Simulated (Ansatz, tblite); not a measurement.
Spin states of the cluster Cs2F (the lowest doublet isomer of a short search), each relaxed with PBE0-D4/def2-TZVP in Ansatz. Electronic energies in the gas phase.

In the def2 sets Cs takes a core potential; there is no spin–orbit coupling. The xTB rows come from tblite. HSE06 is defined as in plane-wave codes, on full-range PBE exchange. Correlated methods freeze 1 core orbital; core or outer-core shells of Cs are correlated, in sets that lack core-valence functions. In the quartet geometry the species has come apart into loosely held pieces. The structure comes from a short search, and lower isomers may exist.

Doublet geometry (C2v within 0.1 Å):

```xyz
3

Cs    1.554   -1.176   -1.298
Cs   -1.785    1.375    0.634
F     0.232   -0.199    0.663
```

Quartet geometry (C2v within 0.1 Å):

Cartesian coordinates in Å:
```
Cs 1.468 -2.749 0.847
Cs 0.296 3.214 0.128
F -1.765 -0.465 -0.975
```

⟨S²⟩: doublet 0.75 at PBE0-D4/def2-TZVP (pure 0.75), quartet 3.75 at PBE0-D4/def2-TZVP (pure 3.75).

Only these spin states were relaxed. The quartet has fallen apart into loose fragments. The quartet has other bonds than the doublet, so the gap mixes isomer and spin.

Q: Estimate which spin state lies lowest at each of these levels, and by how much: GFN1-xTB; GFN2-xTB; HF/def2-TZVP; HF/def2-TZVPP; PBE-D4/def2-TZVP; revPBE-D4/def2-TZVP; BLYP-D4/def2-TZVP; r2SCAN-D4/def2-TZVP; PBE0-D4/def2-TZVP; HSE06-D4/def2-TZVP; B2PLYP/def2-TZVP; RPA@PBE/def2-TZVP; MP2/def2-TZVP; MP2/def2-TZVPP; CCSD/def2-TZVPP; CCSD(T)/def2-TZVPP.

A: 
| level | quartet − doublet (kJ/mol) | lowest of these |
| --- | --- | --- |
| GFN1-xTB | 684.5 | doublet |
| GFN2-xTB | 572.3 | doublet |
| HF/def2-TZVP | 397.5 | doublet |
| HF/def2-TZVPP | 401.4 | doublet |
| PBE-D4/def2-TZVP | 585.6 | doublet |
| revPBE-D4/def2-TZVP | 561.0 | doublet |
| BLYP-D4/def2-TZVP | 563.8 | doublet |
| r2SCAN-D4/def2-TZVP | 587.6 | doublet |
| PBE0-D4/def2-TZVP | 556.9 | doublet |
| HSE06-D4/def2-TZVP | 555.9 | doublet |
| B2PLYP/def2-TZVP | 575.8 | doublet |
| RPA@PBE/def2-TZVP | 509.5 | doublet |
| MP2/def2-TZVP | 579.5 | doublet |
| MP2/def2-TZVPP | 588.2 | doublet |
| CCSD/def2-TZVPP | 549.1 | doublet |
| CCSD(T)/def2-TZVPP | 559.3 | doublet |

Change of the quartet − doublet gap on mixing in exact exchange, in kJ/mol: PBE to PBE0 (25 % exact exchange) -28.7. The xTB methods have no spin-polarisation term.
